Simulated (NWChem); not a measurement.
System: Rb, doublet

The following NWChem deck was run.

```
start job
memory heap 200 mb stack 900 mb global 1100 mb
geometry units angstroms noautoz
  Rb     0.000000     0.000000     0.000000
end
basis spherical
  * library def2-svp
end
ecp
  Rb library def2-ecp
end
dft
  odft
  mult 2
  xc xpbe96 cpbe96
  iterations 150
  mulliken
end
task dft energy
```

Output (shortened):

```
             Northwest Computational Chemistry Package (NWChem) 7.3.0
             --------------------------------------------------------

                             Geometry "geometry" -> ""
                             -------------------------

 Output coordinates in angstroms (scale by  1.889725989 to convert to a.u.)

  No.       Tag          Charge          X              Y              Z
 ---- ---------------- ---------- -------------- -------------- --------------
    1 Rb                  37.0000     0.00000000     0.00000000     0.00000000

 Effective nuclear repulsion energy (a.u.)       0.0000000000

 Summary of "ao basis" -> "ao basis" (spherical)
 ------------------------------------------------------------------------------
       Tag                 Description            Shells   Functions and Types
 ---------------- ------------------------------  ------  ---------------------
 Rb                         def2-svp                10       24   5s3p2d

            General Information
            -------------------
          SCF calculation type: DFT
          Wavefunction type:  spin polarized.
          No. of atoms     :     1
          No. of electrons :     9
           Alpha electrons :     5
            Beta electrons :     4
          Charge           :     0
          Spin multiplicity:     2
          Use of symmetry is: off; symmetry adaption is: off
          Maximum number of iterations: 150
          AO basis - number of functions:    24
                     number of shells:    10
          Convergence on energy requested:  1.00D-06
          Convergence on density requested:  1.00D-05
          Convergence on gradient requested:  5.00D-04

              XC Information
              --------------
          PerdewBurkeErnzerhof Exchange Functional  1.000
            Perdew 1991 LDA Correlation Functional  1.000 local
           PerdewBurkeErnz. Correlation Functional  1.000 non-local

             Grid Information
             ----------------
          Grid used for XC integration:  medium
          Radial quadrature: Mura-Knowles
          Angular quadrature: Lebedev.
          Tag              B.-S. Rad. Rad. Pts. Rad. Cut. Ang. Pts.
          ---              ---------- --------- --------- ---------
          Rb                  2.35      123          13.0       590
          Grid pruning is: on
          Number of quadrature shells:   123
          Spatial weights used:  Erf1

      Superposition of Atomic Density Guess
      -------------------------------------

 Sum of atomic energies:         -27.46611044

      Non-variational initial energy
      ------------------------------

 Total energy =     -23.761529
 1-e energy   =     -39.454101
 2-e energy   =      15.692572
 HOMO         =      -0.060180
 LUMO         =       0.032032

     ---------------------------------------------
      Total Density - Mulliken Population Analysis
     ---------------------------------------------

    Atom       Charge   Shell Charges
 -----------   ------   -------------------------------------------------------
    1 Rb   9     9.00   0.55  0.71  0.73  0.46  0.56  5.16  0.84  0.00  0.00  0.00

     --------------------------------------------
      Spin Density - Mulliken Population Analysis
     --------------------------------------------

    Atom       Charge   Shell Charges
 -----------   ------   -------------------------------------------------------
    1 Rb   9     1.00   0.00  0.01 -0.02  0.45  0.56  0.00  0.00  0.00  0.00  0.00

   convergence    iter        energy       DeltaE   RMS-Dens  Diis-err
 ---------------- ----- ----------------- --------- --------- ---------
 d= 0,ls=0.0,diis     1    -24.0767224252 -2.41D+01  3.18D-02  4.50D-03
                                                     2.19D-03  3.09D-03
 d= 0,ls=0.0,diis     2    -24.0815860675 -4.86D-03  2.56D-03  4.03D-04
                                                     1.03D-03  2.41D-04
 d= 0,ls=0.0,diis     3    -24.0818185498 -2.32D-04  7.81D-04  3.37D-05
                                                     3.17D-04  3.95D-05
 d= 0,ls=0.0,diis     4    -24.0818449754 -2.64D-05  5.21D-05  3.10D-09
                                                     7.86D-06  1.11D-08
 d= 0,ls=0.0,diis     5    -24.0818449871 -1.16D-08  1.47D-06  1.80D-10
                                                     1.25D-07  8.22D-12

         Total DFT energy =      -24.081844987058
      One electron energy =      -39.565115727357
           Coulomb energy =       19.174748217782
    Exchange-Corr. energy =       -3.691477477482
 Nuclear repulsion energy =        0.000000000000

 Numeric. integr. density =        9.000000002338

                    DFT Final Alpha Molecular Orbital Analysis
                    ------------------------------------------

 Vector    3  Occ=1.000000D+00  E=-5.900351D-01
              MO Center= -8.7D-15,  2.5D-15, -6.0D-15, r^2= 9.8D-01
   Bfn.  Coefficient  Atom+Function         Bfn.  Coefficient  Atom+Function
  ----- ------------  ---------------      ----- ------------  ---------------
     8      0.781180  1 Rb pz                 6     -0.268291  1 Rb px
     7     -0.248601  1 Rb py                11      0.169348  1 Rb pz
     9     -0.058162  1 Rb px                10     -0.053893  1 Rb py

 Vector    4  Occ=1.000000D+00  E=-5.900351D-01
              MO Center=  8.9D-15, -2.8D-15,  6.0D-15, r^2= 9.8D-01
   Bfn.  Coefficient  Atom+Function         Bfn.  Coefficient  Atom+Function
  ----- ------------  ---------------      ----- ------------  ---------------
     6      0.818429  1 Rb px                 8      0.240207  1 Rb pz
     9      0.177423  1 Rb px                 7     -0.128450  1 Rb py
    11      0.052073  1 Rb pz                10     -0.027846  1 Rb py

 Vector    5  Occ=1.000000D+00  E=-8.961682D-02
              MO Center= -1.8D-13,  5.9D-15,  4.1D-15, r^2= 8.6D+00
   Bfn.  Coefficient  Atom+Function         Bfn.  Coefficient  Atom+Function
  ----- ------------  ---------------      ----- ------------  ---------------
     4      0.929456  1 Rb s                  2     -0.225261  1 Rb s
     5      0.189465  1 Rb s                  3     -0.174336  1 Rb s
     1     -0.100085  1 Rb s

 Vector    6  Occ=0.000000D+00  E=-3.117314D-02
              MO Center=  5.8D-14,  5.3D-15, -8.9D-15, r^2= 1.7D+01
   Bfn.  Coefficient  Atom+Function         Bfn.  Coefficient  Atom+Function
  ----- ------------  ---------------      ----- ------------  ---------------
    12      0.990150  1 Rb px                 6     -0.208904  1 Rb px
    13      0.076480  1 Rb py                14     -0.044967  1 Rb pz
     9      0.035321  1 Rb px

 Vector    7  Occ=0.000000D+00  E=-3.117314D-02
              MO Center= -1.5D-13,  1.7D-14,  5.1D-14, r^2= 1.7D+01
   Bfn.  Coefficient  Atom+Function         Bfn.  Coefficient  Atom+Function
  ----- ------------  ---------------      ----- ------------  ---------------
    14      0.958293  1 Rb pz                13      0.263450  1 Rb py
     8     -0.202183  1 Rb pz                 7     -0.055583  1 Rb py
    11      0.034184  1 Rb pz

 Vector    8  Occ=0.000000D+00  E=-3.117314D-02
              MO Center= -2.3D-13,  1.4D-14, -7.1D-14, r^2= 1.7D+01
   Bfn.  Coefficient  Atom+Function         Bfn.  Coefficient  Atom+Function
  ----- ------------  ---------------      ----- ------------  ---------------
    13      0.955517  1 Rb py                14     -0.260616  1 Rb pz
     7     -0.201597  1 Rb py                12     -0.085640  1 Rb px
     8      0.054986  1 Rb pz                10      0.034085  1 Rb py

                     DFT Final Beta Molecular Orbital Analysis
                     -----------------------------------------

 Vector    2  Occ=1.000000D+00  E=-5.866229D-01
              MO Center= -9.5D-15,  6.1D-15, -3.6D-16, r^2= 9.7D-01
   Bfn.  Coefficient  Atom+Function         Bfn.  Coefficient  Atom+Function
  ----- ------------  ---------------      ----- ------------  ---------------
     7      0.838295  1 Rb py                 6      0.211536  1 Rb px
    10      0.173847  1 Rb py                 8     -0.079676  1 Rb pz
     9      0.043869  1 Rb px

 Vector    3  Occ=1.000000D+00  E=-5.866229D-01
              MO Center=  9.0D-15, -4.8D-15, -1.3D-15, r^2= 9.7D-01
   Bfn.  Coefficient  Atom+Function         Bfn.  Coefficient  Atom+Function
  ----- ------------  ---------------      ----- ------------  ---------------
     6      0.837678  1 Rb px                 7     -0.217871  1 Rb py
     9      0.173719  1 Rb px                 8     -0.068288  1 Rb pz
    10     -0.045182  1 Rb py

 Vector    4  Occ=1.000000D+00  E=-5.866229D-01
              MO Center= -1.0D-14,  2.4D-17,  1.1D-15, r^2= 9.7D-01
   Bfn.  Coefficient  Atom+Function         Bfn.  Coefficient  Atom+Function
  ----- ------------  ---------------      ----- ------------  ---------------
     8      0.861872  1 Rb pz                11      0.178737  1 Rb pz
     6      0.085926  1 Rb px                 7      0.060235  1 Rb py

 Vector    5  Occ=0.000000D+00  E=-5.710652D-02
              MO Center= -7.0D-13, -1.4D-12, -1.4D-12, r^2= 7.6D+00
   Bfn.  Coefficient  Atom+Function         Bfn.  Coefficient  Atom+Function
  ----- ------------  ---------------      ----- ------------  ---------------
     4      1.098160  1 Rb s                  2     -0.275950  1 Rb s
     3     -0.141292  1 Rb s                  1     -0.112018  1 Rb s

 Vector    6  Occ=0.000000D+00  E= 1.066423D-02
              MO Center= -8.9D-13, -2.3D-10, -2.3D-10, r^2= 1.6D+01
   Bfn.  Coefficient  Atom+Function         Bfn.  Coefficient  Atom+Function
  ----- ------------  ---------------      ----- ------------  ---------------
    13      0.690575  1 Rb py                14      0.690681  1 Rb pz
     7     -0.172323  1 Rb py                 8     -0.172350  1 Rb pz
    10      0.062154  1 Rb py                11      0.062164  1 Rb pz

[...]
```

Level: PBE/def2-SVP with def2 effective core potentials on Rb, spin-unrestricted. No stability test was run on the SCF state. def2 effective core potentials on Rb; no spin-orbit coupling.
